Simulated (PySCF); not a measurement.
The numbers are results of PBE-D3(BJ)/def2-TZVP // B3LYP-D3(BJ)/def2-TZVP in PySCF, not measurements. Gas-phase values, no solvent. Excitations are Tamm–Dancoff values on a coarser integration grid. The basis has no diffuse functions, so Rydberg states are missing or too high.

Reference species (SMILES): `[F][Al]([Br])[Br]` (neutral, multiplicity 1).

| Quantity | Result |
|---|---|
| S1 excitation (TDA) | 5.34 eV |
| LUMO | -2.39 eV |
| HOMO | -7.60 eV |
| S1 oscillator strength | 0.009 |

Changed species: `[Br][Al]([Br])[Br]` (3 of 3 F replaced by Br; the reference has 2 of 3 F replaced by Br).

Task: Predict the effect on the S1 excitation (TDA), LUMO, HOMO and S1 oscillator strength.

Result: the S1 excitation (TDA) drops by 0.30 eV, to 5.04 eV; the LUMO decreases by 0.06 eV, to -2.45 eV; the HOMO rises by 0.24 eV, to -7.36 eV; the S1 oscillator strength stays essentially unchanged.
